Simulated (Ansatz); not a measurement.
Molecular dynamics of Si16B

Input:

```yaml
accuracy: low
crystal:
  lattice:
    - [0.0, 5.43, 5.43]
    - [5.43, 0.0, 5.43]
    - [5.43, 5.43, 0.0]
  atoms:
    - { symbol: Si, position: [-0.00824097, -0.00143576, 0.01857792] }
    - { symbol: Si, position: [0.12707258, 0.13773226, 0.11635889] }
    - { symbol: Si, position: [-0.00962089, 0.00878302, 0.49025904] }
    - { symbol: Si, position: [0.12443843, 0.11297978, 0.63650229] }
    - { symbol: Si, position: [-0.00653159, 0.5107144, -0.00557611] }
    - { symbol: Si, position: [0.12482141, 0.62490904, 0.12330328] }
    - { symbol: Si, position: [-0.00943374, 0.4970854, 0.5003688] }
    - { symbol: Si, position: [0.12633335, 0.62640206, 0.6199857] }
    - { symbol: Si, position: [0.49887465, 0.0073742, -0.00366093] }
    - { symbol: Si, position: [0.61958684, 0.12773427, 0.12782516] }
    - { symbol: Si, position: [0.49961801, -0.0006718, 0.50044444] }
    - { symbol: Si, position: [0.61722483, 0.13113788, 0.62369776] }
    - { symbol: Si, position: [0.49717798, 0.50059802, -0.00042641] }
    - { symbol: Si, position: [0.61891216, 0.63302784, 0.11973929] }
    - { symbol: Si, position: [0.49817269, 0.50407004, 0.49405747] }
    - { symbol: Si, position: [0.61656966, 0.62658042, 0.6262945] }
    - { symbol: B, position: [0.9428173, 0.82524952, 0.38756669] }
magnetization:
  spin_polarized: true
basis:
  ecutwfc: 420.0
kpoints:
  mp_grid: { grid: [2, 2, 2] }
hamiltonian:
  xc: pbe
  dispersion: d3bj
  pseudopotentials: { kind: paw, azcp: { folder: soft_1 } }
scf:
  occupations: { method: fermi_dirac, width: 0.05 }
  lower_state_search: "off"
md:
  timestep: 1.5
  n_steps: 160
  ensemble: nvt_langevin
  temperature: 600.0
  initial_velocities: maxwell_boltzmann
  seed: 562147
  friction: 0.01
```

Command:

```bash
$ ansatz run input.yaml --threads 1 --pin off --max-ram 3072MiB --backend cpu --events-out ev --progress --plain --runs-dir out
```

It starts from a partly relaxed structure (largest force component 0.08 eV/Å).

Output, in part (step lines):

```
md step     0: t =     0.00 fs  T =   564.7 K  F+E_penalty+E_count = -10329.41336050 eV  E_kin = 1.240896 eV  (12 SCF iters)
[... lines left out ...]
```

The steps, from the saved trajectory:

| time (fs) | T (K) | potential energy less start (eV) |
| --- | --- | --- |
| 0.0 | 565 | 0.000 |
| 7.5 | 482 | 0.256 |
| 15.0 | 257 | 0.664 |
| 22.5 | 217 | 0.722 |
| 30.0 | 310 | 0.551 |
| 37.5 | 398 | 0.467 |
| 45.0 | 338 | 0.660 |
| 52.5 | 267 | 0.932 |
| 60.0 | 250 | 0.941 |
| 67.5 | 320 | 0.815 |
| 75.0 | 443 | 0.817 |
| 82.5 | 446 | 0.854 |
| 90.0 | 393 | 0.841 |
| 97.5 | 410 | 0.813 |
| 105.0 | 421 | 0.756 |
| 112.5 | 399 | 0.759 |
| 120.0 | 361 | 0.843 |
| 127.5 | 410 | 0.818 |
| 135.0 | 490 | 0.687 |
| 142.5 | 500 | 0.628 |
| 150.0 | 628 | 0.712 |
| 157.5 | 587 | 0.969 |
| 165.0 | 528 | 1.102 |
| 172.5 | 594 | 0.973 |
| 180.0 | 595 | 0.925 |
| 187.5 | 509 | 1.199 |
| 195.0 | 404 | 1.358 |
| 202.5 | 505 | 1.162 |
| 210.0 | 551 | 1.009 |
| 217.5 | 534 | 1.037 |
| 225.0 | 597 | 1.098 |
| 232.5 | 532 | 1.165 |
| 240.0 | 568 | 1.202 |

All steps were run. The mean temperature of the second half is 13 % below the set value. A run of 0.24 ps of so small a system gives no equilibrium averages. Limits of this set-up: coarse k mesh, low accuracy level.

Mean squared displacements from the first frame to the last, about the centre of mass: Si 0.08 Å², B 1.19 Å².

Last frame:

```xyz
17
Lattice="0.0000 5.4300 5.4300 5.4300 0.0000 5.4300 5.4300 5.4300 0.0000" Properties=species:S:1:pos:R:3
Si 0.200 -0.237 0.213
Si 1.491 1.083 1.595
Si 2.666 2.852 0.361
Si 4.110 4.002 1.588
Si 2.785 -0.249 2.969
Si 3.847 0.895 4.700
Si 5.032 2.506 3.163
Si 6.769 3.958 4.215
Si 0.164 2.393 3.025
Si 1.609 3.840 4.243
Si 2.691 5.576 3.054
Si 3.991 6.807 4.436
Si 2.959 2.694 5.876
Si 4.290 3.958 7.169
Si 5.474 5.354 5.534
Si 6.721 6.864 6.791
B 6.462 6.672 8.887
```

Run time: 14 min on 1 thread of Arm Neoverse V2 (shared host), peak memory 0.63 GiB.
